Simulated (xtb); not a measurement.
Job for xtb: GFN2-xTB on FHOTe (SMILES O[Te]F), a point of a torsion scan.

```
$ xtb mol.xyz --gfn 2 --opt vtight --chrg 0 --uhf 0 --input xcontrol
4

O     -1.18872959     0.21868812     0.32223342
Te     0.64635091     0.88669078    -0.17180733
F      2.00873848    -0.55742151     0.07596524
H     -1.46677546    -0.54881663    -0.22909710
$constrain
  force constant=1.0
  dihedral: 4,1,2,3,300.0
$end
```

The log:

```
[...]
           -------------------------------------------------
          |                Calculation Setup                |
           -------------------------------------------------



           -------------------------------------------------
          |                 G F N 2 - x T B                 |
           -------------------------------------------------

        Reference                      10.1021/acs.jctc.8b01176
      * Hamiltonian:
        H0-scaling (s, p, d)           1.850000    2.230000    2.230000
        zeta-weighting                 0.500000
      * Dispersion:
        s8                             2.700000
        a1                             0.520000
        a2                             5.000000
        s9                             5.000000
      * Repulsion:
        kExp                           1.500000    1.000000
        rExp                           1.000000
      * Coulomb:
        alpha                          2.000000
        third order                    shell-resolved
        anisotropic                    true
        a3                             3.000000
        a5                             4.000000
        cn-shift                       1.200000
        cn-exp                         4.000000
        max-rad                        5.000000


          ...................................................
          :                      SETUP                      :
          :.................................................:
          :  # basis functions                  19          :
          :  # atomic orbitals                  18          :
          :  # shells                            8          :
          :  # electrons                        20          :
          :  max. iterations                   250          :
          :  Hamiltonian                  GFN2-xTB          :
          :  restarted?                      false          :
          :  GBSA solvation                  false          :
          :  PC potential                    false          :
          :  electronic temp.          300.0000000     K    :
          :  accuracy                    1.0000000          :
          :  -> integral cutoff          0.2500000E+02      :
          :  -> integral neglect         0.1000000E-07      :
          :  -> SCF convergence          0.1000000E-05 Eh   :
          :  -> wf. convergence          0.1000000E-03 e    :
          :  Broyden damping             0.4000000          :
          :  net charge                          0          :
          :  unpaired electrons                  0          :
          ...................................................

 iter      E             dE          RMSdq      gap      omega  full diag
   1    -12.2737196 -0.122737E+02  0.917E+00    3.11       0.0  T
   2    -12.2317810  0.419386E-01  0.208E+01    2.57       1.0  T
   3    -12.2849402 -0.531591E-01  0.183E+01    2.64       1.0  T
   4    -12.0946523  0.190288E+00  0.149E+01    3.24       1.0  T
   5    -12.4093623 -0.314710E+00  0.227E+00    3.20       1.0  T
   6    -12.4175154 -0.815316E-02  0.565E-01    3.13       1.0  T
   7    -12.4174492  0.662115E-04  0.175E-01    3.14       1.0  T
   8    -12.4174906 -0.414166E-04  0.130E-01    3.14       1.0  T
   9    -12.4175222 -0.315713E-04  0.712E-02    3.13       1.0  T
  10    -12.4175329 -0.107419E-04  0.259E-02    3.13       1.9  T
  11    -12.4175344 -0.143131E-05  0.137E-02    3.13       3.6  T
  12    -12.4175347 -0.339625E-06  0.644E-03    3.13       7.8  T
  13    -12.4175348 -0.947171E-07  0.995E-04    3.13      50.3  T
  14    -12.4175348 -0.186487E-08  0.464E-04    3.13     107.8  T

   *** convergence criteria satisfied after 14 iterations ***

         #    Occupation            Energy/Eh            Energy/eV
      -------------------------------------------------------------
         1        2.0000           -0.8926593             -24.2905
       ...           ...                  ...                  ...
         4        2.0000           -0.5968363             -16.2407
         5        2.0000           -0.5421421             -14.7524
         6        2.0000           -0.5298556             -14.4181
         7        2.0000           -0.5138807             -13.9834
         8        2.0000           -0.5014442             -13.6450
         9        2.0000           -0.4992432             -13.5851
        10        2.0000           -0.4116213             -11.2008 (HOMO)
        11                         -0.2965627              -8.0699 (LUMO)
        12                         -0.2646090              -7.2004
        13                         -0.0493261              -1.3422
        14                         -0.0103910              -0.2828
        15                         -0.0082883              -0.2255
       ...                                ...                  ...
        18                          0.5411206              14.7246
      -------------------
[...]
   Energy/Eh            Energy/eV
      -------------------------------------------------------------
         1        2.0000           -0.8908916             -24.2424
       ...           ...                  ...                  ...
         4        2.0000           -0.5974714             -16.2580
         5        2.0000           -0.5399554             -14.6929
         6        2.0000           -0.5338813             -14.5277
         7        2.0000           -0.5119647             -13.9313
         8        2.0000           -0.5013456             -13.6423
         9        2.0000           -0.4969932             -13.5239
        10        2.0000           -0.4060012             -11.0479 (HOMO)
        11                         -0.2897862              -7.8855 (LUMO)
        12                         -0.2376983              -6.4681
        13                         -0.0382281              -1.0402
        14                         -0.0087982              -0.2394
        15                          0.0515766               1.4035
       ...                                ...                  ...
        18                          0.5932099              16.1421
      -------------------------------------------------------------
                  HL-Gap            0.1162150 Eh            3.1624 eV
             Fermi-level           -0.3478937 Eh           -9.4667 eV

 SCC (total)                   0 d,  0 h,  0 min,  0.001 sec
 SCC setup                      ...        0 min,  0.000 sec (  3.718%)
 Dispersion                     ...        0 min,  0.000 sec (  1.186%)
 classical contributions        ...        0 min,  0.000 sec (  0.352%)
 integral evaluation            ...        0 min,  0.000 sec ( 28.883%)
 iterations                     ...        0 min,  0.000 sec ( 22.031%)
 molecular gradient             ...        0 min,  0.000 sec ( 39.436%)
 printout                       ...        0 min,  0.000 sec (  3.966%)

         :::::::::::::::::::::::::::::::::::::::::::::::::::::
         ::                     SUMMARY                     ::
         :::::::::::::::::::::::::::::::::::::::::::::::::::::
         :: total energy             -12.409081711686 Eh    ::
         :: gradient norm              0.000072996978 Eh/a0 ::
         :: HOMO-LUMO gap              3.162370883961 eV    ::
         ::.................................................::
         :: SCC energy               -12.429256722927 Eh    ::
         :: -> isotropic ES            0.035513609948 Eh    ::
         :: -> anisotropic ES         -0.001442644598 Eh    ::
         :: -> anisotropic XC         -0.004745886698 Eh    ::
         :: -> dispersion             -0.001500903501 Eh    ::
         :: repulsion energy           0.020169642628 Eh    ::
         :: add. restraining           0.000005368613 Eh    ::
         :: total charge              -0.000000000000 e     ::
         :::::::::::::::::::::::::::::::::::::::::::::::::::::

           -------------------------------------------------
          |                Property Printout                |
           -------------------------------------------------

    * Orbital Energies and Occupations

         #    Occupation            Energy/Eh            Energy/eV
      -------------------------------------------------------------
         1        2.0000           -0.8908916             -24.2424
         2        2.0000           -0.7964509             -21.6725
         3        2.0000           -0.7111392             -19.3511
         4        2.0000           -0.5974714             -16.2580
         5        2.0000           -0.5399554             -14.6929
         6        2.0000           -0.5338813             -14.5277
         7        2.0000           -0.5119647             -13.9313
         8        2.0000           -0.5013456             -13.6423
         9        2.0000           -0.4969932             -13.5239
        10        2.0000           -0.4060012             -11.0479 (HOMO)
        11                         -0.2897862              -7.8855 (LUMO)
        12                         -0.2376983              -6.4681
        13                         -0.0382281              -1.0402
        14                         -0.0087982              -0.2394
        15                          0.0515766               1.4035
        16                          0.1096805               2.9846
        17                          0.1664068               4.5282
        18                          0.5932099              16.1421
      -------------------------------------------------------------
                  HL-Gap            0.1162150 Eh            3.1624 eV
             Fermi-level           -0.3478937 Eh           -9.4667 eV

     #   Z          covCN         q      C6AA      α(0)
     1   8 O        1.593    -0.384    20.581     6.122
     2  52 Te       1.529     0.267   402.282    37.142
     3   9 F        0.718    -0.221    11.464     3.998
     4   1 H        0.828     0.338     0.614     1.229

 Mol. C6AA /au·bohr⁶  :        807.961399
 Mol. C8AA /au·bohr⁸  :      56391.212597
 Mol. α(0) /au        :         48.492131


Wiberg/Mayer (AO) data.
largest (>0.10) Wiberg bond orders for each atom

 ---------------------------------------------------------------------------
     #   Z sym  total        # sym  WBO       # sym  WBO       # sym  WBO
 ---------------------------------------------------------------------------
     1   8 O    2.228 --     2 Te   1.304     4 H    0.870
     2  52 Te   2.492 --     1 O    1.304     3 F    1.174
     3   9 F    1.229 --     2 Te   1.174
     4   1 H    0.886 --     1 O    0.870
 ---------------------------------------------------------------------------
Note: The following floating-point exceptions are signalling: IEEE_DENORMAL
normal termination of xtb

Topologies differ in total number of bonds
Writing topology from bond orders to xtbtopo.mol

molecular dipole:
                 x           y           z       tot (Debye)
 q only:       -0.430       0.282      -0.535
   full:       -0.475       0.584      -0.731       2.667
molecular quadrupole (traceless):
                xx          xy          yy          xz          yz          zz
 q only:       -2.040       3.781       1.895       0.870      -0.127       0.145
  q+dip:       -3.597       4.751       3.292       1.309      -0.255       0.305
   full:       -2.284       4.905       3.993       1.061      -0.868      -1.709

           -------------------------------------------------
          |                Geometry Summary                 |
           -------------------------------------------------

      molecular mass/u    :      163.6088753
   center of mass at/Å    :        0.5563025       0.7471756      -0.1229151
  moments of inertia/u·Å² :        0.5322716E+02   0.7386177E+02   0.1259703E+03
rotational constants/cm⁻¹ :        0.3167111E+00   0.2282322E+00   0.1338223E+00

 * 2 selected distances

     #   Z          #   Z                                           value/Å
     1   8 O        2  52 Te                                      1.9433675 (max)
     1   8 O        4   1 H                                       0.9605022 (min)

 * 2 distinct bonds (by element types)

   Z      Z             #   av. dist./Å        max./Å        min./Å
   1 H    8 O           1     0.9605022     0.9605022     0.9605022
   8 O   52 Te          1     1.9433675     1.9433675     1.9433675


optimized geometry written to: xtbopt.xyz


           -------------------------------------------------
          | TOTAL ENERGY              -12.409081711686 Eh   |
          | GRADIENT NORM               0.000072996978 Eh/α |
          | HOMO-LUMO GAP               3.162370883961 eV   |
           -------------------------------------------------

------------------------------------------------------------------------
------------------------------------------------------------------------
 total:
 SCF:
 ANC optimizer:
```

The run finished.

Warnings raised: the energy holds the restraint's term.

Cost: about 0.03 core-seconds (a rough figure).
